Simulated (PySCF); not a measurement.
Dipole moment and polarisability of In(iPr)3

Species: In(iPr)3, C9H21In.
Structure used (PBE0-D3(BJ)/def2-SVP), in Å, numbered top down from 1:
```
atom  x, y, z in Å
In1    0.0054   -0.0024   -0.0113
C2     2.2128   -0.0040   -0.0220
C3     2.7558    0.7639    1.1778
C4     2.7331    0.5686   -1.3362
H5     2.5296   -1.0581    0.0556
H6     2.4448    0.3227    2.1391
H7     2.4229    1.8160    1.1775
H8     3.8625    0.7843    1.1771
H9     3.8398    0.5855   -1.3587
H10    2.4051   -0.0154   -2.2120
H11    2.4017    1.6101   -1.4912
C12   -1.0956    1.9104    0.0009
C13   -1.9108    2.0436    1.2824
C14   -1.9777    2.0235   -1.2379
H15   -0.3399    2.7135   -0.0256
H16   -1.2810    2.0360    2.1873
H17   -2.6468    1.2281    1.3883
H18   -2.4854    2.9897    1.3000
H19   -2.5529    2.9693   -1.2397
H20   -1.3973    2.0008   -2.1750
H21   -2.7178    1.2063   -1.2913
C22   -1.1191   -1.9021   -0.0032
C23   -0.9074   -2.6346    1.3178
C24   -0.7290   -2.7703   -1.1939
H25   -2.1860   -1.6347   -0.0916
H26   -1.2534   -2.0501    2.1862
H27    0.1556   -2.8782    1.4891
H28   -1.4564   -3.5958    1.3390
H29   -1.2766   -3.7325   -1.1892
H30   -0.9436   -2.2845   -2.1600
H31    0.3460   -3.0205   -1.1858
```

Level: CAM-B3LYP/def2-SVPD (PySCF), static field, nuclei fixed, core orbitals frozen in the response. The polarisability tensor in these axes (au):

```
x   160.72   0.29  -1.33
y     0.29 160.22   0.38
z    -1.33   0.38 133.61
```

**Question.** Diagonalise the tensor; give its mean and Δα, where Δα² is half the sum of the squared differences of the eigenvalues.

**Answer.** Principal values 133.53, 160.12 and 160.90 au; mean 151.52 au = 22.45 Å³ = 24.98 × 10⁻⁴⁰ C²·m²/J; Δα = 26.98 au (18 % of the mean).

**Question.** What is the dipole moment?

**Answer.** 0.03 D at this geometry.

**Question.** Give the principal axes and the span of the nuclei along them.

**Answer.** Largest value along (0.93, 0.38, -0.04), where the nuclei span 6.58 Å; middle along (-0.37, 0.93, 0.03), 6.76 Å; least along (0.05, -0.01, 1.00), 4.52 Å. The strongest response doesn't lie along the longest of the three spans.

**Question.** Find the Langevin capture rate constant for H3+ (3.023 u) meeting this molecule (244.068 u), k = 2.342 × 10⁻⁹ cm³/s × √(α in Å³ / reduced mass in u).

**Answer.** The reduced mass is 2.99 u, so k = 6.42 × 10⁻⁹ cm³/s.

**Question.** Sum over states: ᾱ = Σ f/ω², ω in Eh. What share falls to these 10 lowest TDDFT singlets (eV, f)? 3.95, 0.0000; 3.97, 0.0000; 5.25, 0.0778; 5.26, 0.0814; 6.12, 0.0001; 6.24, 0.0556; 6.25, 0.0568; 6.30, 0.0025; 6.68, 0.2181; 6.69, 0.2292.

**Answer.** They add up to 13.86 au, 9.1 % of the 151.52 au; the largest single term is 3.79 au, from the state at 6.69 eV. Terms in order: 0.00, 0.00, 2.09, 2.17, 0.00, 1.06, 1.08, 0.05, 3.62, 3.79 au. Higher excitations give the rest. The strengths listed sum to 0.722.

**Question.** What would n − 1 = 2πNα be for an ideal gas of these molecules at 298.15 K and 1 atm, electronic part alone?

**Answer.** N = p/kT = 2.4615 × 10¹⁹ cm⁻³, so n − 1 = 2π × N × 22.45 × 10⁻²⁴ cm³ = 3473 × 10⁻⁶ at long wavelengths, for an ideal gas.

Isolated species at its PBE0-D3(BJ)/def2-SVP geometry (one conformer only). Atoms past krypton carry effective core potentials; spin–orbit coupling is left out.

These values come from a run that also computed excited states. On an Intel Xeon 6975P-C with 2 threads, no GPU, shared host, this took 1.8 min wall, 4.1 min CPU (with the writing of density and orbital grids) and 3.6 GiB of memory at its peak.
